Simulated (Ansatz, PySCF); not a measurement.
Cl4Sb, charge +1, singlet, at a GFN2-xTB geometry (all electrons, no relativity). Base run: BHANDHLYP/STO-3G in PySCF.

Geometry (Å):
```xyz
5

Sb     0.0000     0.0000     0.0000
Cl     1.8474    -0.6397    -1.2024
Cl     0.6212     0.4889     2.1547
Cl    -0.9360     1.8592    -0.9669
Cl    -1.5326    -1.7085     0.0146
```
Charge +1, spin multiplicity 1.
All else is at PySCF's defaults.

The same geometry, method and basis name were run in Ansatz (a quantum-chemistry and plane-wave program) and PySCF, at each program's defaults and at the settings that a row names. The base is PySCF at its defaults. Differences at the defaults can come from grids, fitting, cores and function types together.

```
code and settings                                                               ΔE vs base (µEh)  basis functions       E (Eh)  SCF cycles
------------------------------------------------------------------------------  ----------------  ---------------  -----------  ----------
PySCF, defaults (exact integrals, its default grid, spherical functions)                     0.0               63  -8074.32517           7
Ansatz, defaults (factorised integrals, its default grid, spherical functions)              22.5               63  -8074.32515           -
PySCF, fine grid                                                                            11.1               63  -8074.32516           7
Ansatz, high accuracy                                                                       10.7               63  -8074.32516           -
```
